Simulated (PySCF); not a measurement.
Job file and geometry (Å, from GFN2-xTB) of an NMR shielding run on `F[C@H](C(C)=O)[O+](C)[AlH3-]`, C$_{4}$H$_{10}$AlFO$_{2}$, GIAO PBE0/pcSseg-1 NMR shielding, non-relativistic, gas phase (PySCF 2.14.0, density-fitted response routines); density fitting, a coarse starting grid and PySCF grid level 2 are the driver's defaults:

```
$ OMP_NUM_THREADS=1 python probes_run.py task.json out

{"job": {"kind": "nmr", "xc": "PBE0", "basis": "pcSseg-1"}, "charge": 0, "multiplicity": 1}
C     -1.904049     1.279449    -0.749267
C     -1.560012    -0.121192    -0.408609
O     -2.255989    -0.908609     0.177898
C     -0.121269    -0.550579    -0.796635
F      0.423842     0.300507    -1.699867
O      0.715873    -0.490914     0.320464
C      0.581322    -1.577291     1.222757
Al     1.999375     0.958819     0.295080
H     -1.870603     1.414820    -1.829460
H     -1.135030     1.933483    -0.328643
H     -2.886458     1.537750    -0.365474
H     -0.116279    -1.563045    -1.239629
H     -0.438275    -1.640395     1.609378
H      0.851193    -2.516460     0.733014
H      1.278202    -1.366827     2.032200
H      1.042953     2.197740     0.101601
H      2.427748     0.609320     1.770669
H      2.958695     0.509742    -0.857134
```

Question: Write the output of this run.

Answer: 
```
coarse grid: 15432 points
cycle   1  E = -650.2572658454  dE =  1.027e+00  |g| = 9.675e-01  |ddm| = 3.590e+00
cycle   2  E = -649.7855403577  dE =  4.717e-01  |g| = 1.869e+00  |ddm| = 2.079e+00
cycle   3  E = -650.4253238525  dE = -6.398e-01  |g| = 2.218e-01  |ddm| = 1.593e+00
cycle   4  E = -650.4333359590  dE = -8.012e-03  |g| = 1.060e-01  |ddm| = 2.276e-01
cycle   5  E = -650.4352076440  dE = -1.872e-03  |g| = 1.763e-02  |ddm| = 7.503e-02
cycle   6  E = -650.4352630071  dE = -5.536e-05  |g| = 5.869e-03  |ddm| = 1.522e-02
cycle   7  E = -650.4352700393  dE = -7.032e-06  |g| = 1.270e-03  |ddm| = 4.999e-03
final grid: 144464 points
cycle   8  E = -650.5107891981  dE = -3.256e-05  |g| = 1.502e-02  |ddm| = 3.240e-02
cycle   9  E = -650.5107019492  dE =  8.725e-05  |g| = 2.662e-02  |ddm| = 2.514e-02
cycle  10  E = -650.5108283272  dE = -1.264e-04  |g| = 3.229e-03  |ddm| = 1.788e-02
cycle  11  E = -650.5108302086  dE = -1.881e-06  |g| = 4.538e-04  |ddm| = 2.247e-03
cycle  12  E = -650.5108302415  dE = -3.292e-08  |g| = 1.751e-04  |ddm| = 4.603e-04
cycle  13  E = -650.5108302478  dE = -6.222e-09  |g| = 3.864e-05  |ddm| = 1.563e-04
cycle  14  E = -650.5108302480  dE = -2.406e-10  |g| = 1.322e-05  |ddm| = 3.395e-05
converged SCF energy = -650.5108302480

GIAO shielding tensors (ppm)
atom      isotropic    diamagn.    paramagn.     s11        s22        s33       span
  0 C      156.703     252.265     -95.562    130.379    152.538    187.191     56.812
  1 C      -23.410     253.968    -277.378   -120.282    -37.412     87.465    207.747
  2 O     -337.887     400.300    -738.187   -928.870   -422.985    338.193   1267.063
  3 C       76.962     244.300    -167.338     63.134     70.361     97.391     34.257
  4 F      322.875     475.966    -153.091    235.699    345.223    387.704    152.005
  5 O      285.002     405.413    -120.411    210.150    296.112    348.744    138.593
  6 C      126.829     245.359    -118.530     95.269    101.117    184.102     88.833
  7 Al     412.873     795.957    -383.084    399.413    408.540    430.666     31.253
  8 H       28.992      28.843       0.149     24.907     28.952     33.116      8.208
  9 H       27.926      30.584      -2.658     23.499     28.381     31.899      8.400
 10 H       29.456      28.214       1.242     26.012     27.312     35.045      9.033
 11 H       26.622      31.204      -4.582     22.779     27.381     29.706      6.926
 12 H       27.601      30.454      -2.853     22.404     26.928     33.471     11.067
 13 H       28.235      29.215      -0.980     24.401     25.525     34.781     10.380
 14 H       27.010      29.535      -2.524     22.426     26.291     32.315      9.889
 15 H       27.243      31.040      -3.796     23.236     27.865     30.629      7.393
 16 H       27.695      31.178      -3.484     24.240     27.286     31.558      7.319
 17 H       27.405      30.425      -3.020     24.166     26.108     31.941      7.775
```

Size and cost of the density-fitted run: 193 basis functions, 35 s wall time on 1 thread of an Arm Neoverse V1, shared host; peak memory 0.86 GiB.
